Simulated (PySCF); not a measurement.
Simulation results for H5NOSi2

Computed with PySCF 2.14.0. Calculation on a computer-drawn molecule: the log of a Hartree-Fock and frozen-core CCSD(T) single point meant for a local Hartree-Fock minimum, with one planted fault or none, to be diagnosed. Offsets are logged minus clean, where the clean run is the same molecule without the fault. The reference is restricted for singlets and unrestricted otherwise, and also for a bond in bohr or an excited solution. Adding or removing an electron swaps singlet and doublet. The excited solution moves the top pair (singlet) or top alpha electron (doublet) to the lowest empty orbital. Highest occupied and lowest empty are orbital energies over both spins, largest force is the largest gradient component, triples share is (T) over the correlation energy, the T1 limit is 0.02 restricted and 0.045 unrestricted, electrons count all cores, a negative frequency is imaginary (commonest isotopes), and the dipole is about the centre of nuclear charge.

```xyz
9
formula=H5NOSi2 meant_charge=0 meant_multiplicity=1 meant_basis=cc-pV(D+d)Z logged_electrons=48 logged_basis_functions=99 logged_SCF_converged=yes logged_spin_squared=0.7827 logged_highest_occupied=-8.1729 logged_lowest_empty=1.3023 logged_largest_force=0.022899 logged_T1_diagnostic=0.054759 logged_D1_diagnostic=0.27647 logged_triples_share=0.036261 logged_CC_converged=yes logged_dipole_magnitude=0.69744 logged_SCF_stable_within_its_kind=yes logged_energy_HF=-709.98327 logged_energy_CCSD(T)=-710.58841 possible_faults=no_fault,one_electron_removed,one_electron_added,multiplicity_raised_by_two,geometry_at_a_saddle_point,SCF_held_on_an_excited_solution,minimal_basis_STO-3G,one_bond_length_entered_in_bohr,all_coordinates_scaled planted_fault=one_bond_length_entered_in_bohr,row_4_of_the_drawn_bonds HF_energy_offset_from_clean_run=88.45 CCSD(T)_energy_offset_from_clean_run=87.31
N     -1.7241     0.4017     3.0321
Si    -2.0433     1.6466     1.9118
Si    -1.2737     0.4687    -0.0660
O     -2.2311     0.7591    -1.3960
H     -2.0571     0.6417     4.8837
H     -1.3766    -0.5207     2.8449
H     -1.2857    -1.0057     0.1069
H      0.1353     0.8677    -0.3495
H     -2.3991     1.6550    -1.6454
```

Units: logged_highest_occupied, logged_lowest_empty in eV; logged_largest_force in hartree/bohr; logged_dipole_magnitude in debye; logged_energy_HF, logged_energy_CCSD(T) in hartree; HF_energy_offset_from_clean_run, CCSD(T)_energy_offset_from_clean_run in kcal/mol.

Drawn bonds:
```tsv
atom	other atom	order
1	2	1
2	3	1
3	4	1
1	5	1
1	6	1
3	7	1
3	8	1
4	9	1
```

Notes: T1 above single-reference limit.
